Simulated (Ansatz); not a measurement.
MoO2(NH2)2 (MoN2O2H4), relaxed as a singlet with RKS PBE0-D4/def2-SVP in Ansatz, starting from the GFN2-xTB geometry. Force threshold 0.02 eV/Å.

In the def2 sets Mo takes a core potential; there is no spin–orbit coupling.

Start:

```xyz
9

Mo    0.644   -0.224    0.205
O     1.576   -0.999   -0.899
O     1.110    0.063    1.749
N    -0.989   -1.207    0.311
H    -1.588   -1.280    1.134
H    -1.319   -1.883   -0.378
N     0.221    1.476   -0.553
H     0.307    1.723   -1.539
H     0.037    2.331   -0.029
```

Question: Estimate the energy that the relaxation releases and the steps that it takes.

Answer: 6.7 kcal/mol, in 5 steps; 20 s on 2 threads of Arm Neoverse V1 on a shared host. No frequencies were taken in this run, so the end may be a saddle point.

Question: Does the start keep its bonding and symmetry?

Answer: By distances, no bond broke or formed. The bond that changes most is Mo1–O3, from 1.64 to 1.68 Å (atoms count from 1). Point group C2v at the start, C2v at the end, both within 0.05 Å; within 0.015 Å the end is Cs.

Question: Predict the relaxed structure.

Answer: 
```xyz
9

Mo    0.5913   -0.2061    0.1872
O     1.6415   -1.0125   -0.8492
O     1.1834    0.0279    1.7435
N    -1.0213   -1.2559    0.3237
H    -1.6145   -1.2868    1.1476
H    -1.3429   -1.9033   -0.3899
N     0.2337    1.5304   -0.5729
H     0.3005    1.7446   -1.5636
H     0.0284    2.3617   -0.0265
```
Bond lengths: 2 × Mo–O 1.68 Å; 2 × Mo–N 1.93 Å; 4 × H–N 1.02 Å.
